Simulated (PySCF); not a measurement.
Sn (tin, neutral) across methods

[Kr] 4d10 5s2 5p2, high-spin 3P determinant. Computed with PySCF 2.14 in aug-cc-pVTZ-DK3, with scalar relativity by spin-free X2C-1e.

| method | E (hartree) | mean ε 5s α (eV) | mean ε 5s β (eV) | mean ε 5p α (eV) | Σ⟨r²⟩ (bohr²) | ⟨S²⟩ |
| --- | --- | --- | --- | --- | --- | --- |
| PBE | -6175.84 | -10.902 | -9.784 | -4.117 | 60.92 | 2.002 |
| UHF | -6173.52242 | -15.614 | -12.031 | -7.262 | 61.43 | 2.012 |
| r2SCANh | -6176.26 | -11.838 | -10.176 | -4.735 | 60.31 | 2.005 |
| r2SCAN | -6176.27 | -11.331 | -9.836 | -4.403 | 60.35 | 2.005 |
| PBE0 | -6175.92 | -12.270 | -10.600 | -5.031 | 60.56 | 2.003 |
| wB97X-V | -6175.97 | -14.820 | -12.943 | -6.933 | 60.52 | 2.004 |
| LDA | -6170.23 | -11.139 | -10.164 | -4.174 | 60.61 | 2.001 |
| wB97M-V | -6175.82 | -14.730 | -12.810 | -6.871 | 60.77 | 2.003 |

(1) Estimate the same row for BP86.

Results:

(1) E (hartree) = -6176.98; mean ε 5s α (eV) = -11.037; mean ε 5s β (eV) = -9.993; mean ε 5p α (eV) = -4.202; Σ⟨r²⟩ (bohr²) = 60.66; ⟨S²⟩ = 2.002.
